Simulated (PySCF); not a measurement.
## Broadened absorption spectrum of C2H10BNOSi

C₂H₁₀BNOSi.
SMILES: `CN(C)BO[SiH3]`

Method used: TDDFT wB97X-D/def2-SVPD, vertical, gas phase, core orbitals frozen in the response in PySCF 2.14.0, density-fitted response routines. Isolated species at its PBE0-D3(BJ)/def2-SVP geometry (one conformer only). Torsions of this conformer, `[CH3:1][N:2]([CH3:3])[BH:4][O:5][SiH3:6]`: C1–N2–B4–O5 179°, N2–B4–O5–Si6 178°.

Computed states:

```json
{"state": "S1", "E (eV)": "6.66", "f": "0.0031"}
{"state": "S2", "E (eV)": "7.10", "f": "0.299"}
{"state": "S3", "E (eV)": "7.34", "f": "0.014"}
{"state": "S4", "E (eV)": "7.94", "f": "0.0080"}
{"state": "S5", "E (eV)": "8.00", "f": "0.026"}
{"state": "S6", "E (eV)": "8.06", "f": "0.011"}
{"state": "S7", "E (eV)": "8.12", "f": "0.023"}
{"state": "S8", "E (eV)": "8.32", "f": "0.0006"}
{"state": "S9", "E (eV)": "8.47", "f": "0.029"}
{"state": "S10", "E (eV)": "8.61", "f": "0.035"}
```

Each state is given a Gaussian of 0.5 eV full width at half maximum, with ε(max) = 2.175×10⁸ f / Δν̃ (Δν̃ the width in cm⁻¹). The width is an assumption, not a result. The curve ends short of the highest state used, and states not computed would add to its high-energy end.

**Question.** What does the envelope look like, and where are its maxima?

**Answer.** 
| λ (nm) | ε (L mol⁻¹ cm⁻¹) |
| --- | --- |
| 154.7 | 3690 |
| 156.0 | 3314 |
| 157.3 | 2788 |
| 158.6 | 2226 |
| 159.9 | 1765 |
| 161.1 | 1540 |
| 162.4 | 1623 |
| 163.7 | 2144 |
| 165.0 | 3184 |
| 166.3 | 4780 |
| 167.6 | 6887 |
| 168.8 | 9150 |
| 170.1 | 11692 |
| 171.4 | 13989 |
| 172.7 | 15687 |
| 174.0 | 16519 |
| 175.3 | 16369 |
| 176.5 | 15410 |
| 177.8 | 13676 |
| 179.1 | 11504 |
| 180.4 | 9197 |
| 181.7 | 7010 |
| 183.0 | 5112 |
| 184.2 | 3685 |
| 185.5 | 2498 |
| 186.8 | 1644 |
| 188.1 | 1058 |
| 189.4 | 672 |
| 190.7 | 424 |
| 191.9 | 278 |
| 193.2 | 177 |
| 194.5 | 114 |
| 195.8 | 74 |
| 197.1 | 48 |
| 198.4 | 31 |
| 199.6 | 21 |
| 200.9 | 13 |
| 202.2 | 8 |
| 203.5 | 5 |
| 204.8 | 3 |
| 206.1 | 2 |
| 207.3 | 1 |
| 208.6 | 1 |
| 209.9 | 0 |

Maxima: 174 nm (7.11 eV), ε about 17000, made up of S2 (97%) (ε in L mol⁻¹ cm⁻¹; maxima over ε = 5, shares over 10%). At its high-energy end, 8.01 eV, the curve is still rising (ε about 3700, from S4, S5, S6 and S7).

**Question.** On this curve, what absorbance would a 10⁻⁵ mol/L sample give at 193 nm over a 1 cm path?

**Answer.** 193 nm is 6.424 eV, where ε is about 190 L mol⁻¹ cm⁻¹, so A = ε c l ≈ 0.0019 (Beer–Lambert, with the gas-phase spectrum and the assumed width).

**Question.** What would ε be at 7.11 eV, the highest of these maxima, with half the width (0.25 eV)?

**Answer.** About 32400 L mol⁻¹ cm⁻¹ against 16600, a factor of about 1.95; a lone state at its own centre would give exactly 2.

**Question.** Coming from long wavelengths, where does ε first pass 100 L mol⁻¹ cm⁻¹?

**Answer.** At about 195 nm (6.36 eV), 0.29 eV below S1.

The vertical ionisation energy (ΔSCF) is 8.89 eV, 0.27 eV above S10.

Without π bonds the low states are Rydberg-like; a valence basis with one diffuse set may place them up to an eV too high.
